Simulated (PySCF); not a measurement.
Gas-phase reaction: 2 TaCl4NH2 + Cl2 → 2 TaCl5 + 4 H + N2

Computed with PySCF and rigid-rotor harmonic-oscillator thermochemistry at 1 bar. † marks an energy on the PBE0/def2-TZVP geometry and frequencies. MP2 freezes the core. Open shells (unrestricted): H (multiplicity 2); the rest are closed-shell singlets. Ta: scalar-relativistic def2 core potential, no spin-orbit coupling. TaCl4NH2: computed as isolated molecules; such fragments, hydroxides, amides, oligomers or adducts are transient or little studied in the gas. MP2 isn't extrapolated to the basis-set limit.

```json
[
 {"level": "BLYP/def2-TZVP†", "ΔH°(298 K), kJ": "(withheld)"},
 {"level": "HF/def2-TZVP†", "ΔH°(298 K), kJ": "(withheld)"},
 {"level": "M06-2X/def2-TZVP†", "ΔH°(298 K), kJ": "754"},
 {"level": "MP2/def2-SVP†", "ΔH°(298 K), kJ": "587"},
 {"level": "PBE0/def2-QZVP†", "ΔH°(298 K), kJ": "(withheld)"},
 {"level": "r2SCAN/def2-TZVP†", "ΔH°(298 K), kJ": "736"},
 {"level": "LDA/def2-TZVP†", "ΔH°(298 K), kJ": "885"},
 {"level": "ωB97X-V/def2-TZVP†", "ΔH°(298 K), kJ": "(withheld)"}
]
```

Complete the blanks.


- BLYP/def2-TZVP†, ΔH°(298 K), kJ: 719
- HF/def2-TZVP†, ΔH°(298 K), kJ: 494
- PBE0/def2-QZVP†, ΔH°(298 K), kJ: 747
- ωB97X-V/def2-TZVP†, ΔH°(298 K), kJ: 747
